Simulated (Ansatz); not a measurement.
Mulliken charges of `[CH3][Ge]([F])([F])[C]#N` from ωB97M-V/def2-TZVPP in Ansatz (PBE0-D4/def2-TZVP geometry).

| atom | x (Å) | y (Å) | z (Å) | charge (e) |
| --- | --- | --- | --- | --- |
| C1 | -0.512 | -0.960 | 0.807 | -0.430 |
| Ge2 | 0.477 | 0.042 | -0.486 | 0.912 |
| F3 | 2.167 | -0.020 | -0.188 | -0.345 |
| F4 | 0.271 | -0.581 | -2.073 | -0.345 |
| C5 | 0.043 | 1.907 | -0.604 | -0.230 |
| N6 | -0.264 | 3.016 | -0.624 | -0.015 |
| H7 | -0.337 | -0.545 | 1.800 | 0.151 |
| H8 | -1.575 | -0.908 | 0.572 | 0.151 |
| H9 | -0.182 | -1.998 | 0.780 | 0.149 |

**Question.** By hand: the dipole of these point charges (1 e Å = 4.8032 D).

**Answer.** Σ q r = (-0.508, -0.343, 0.612) e Å, of length 0.866 e Å = 4.16 D.

**Question.** How does the dipole of the full density compare? (Best estimate.)

**Answer.** The calculation gave: (-0.315, -0.648, 0.509) e Å, 4.24 D; the point charges give 0.98 times that, at 25° from its direction.

Point charges leave out the atoms' own dipoles, such as those of lone pairs, and Mulliken's split depends on the basis, so the two needn't agree.
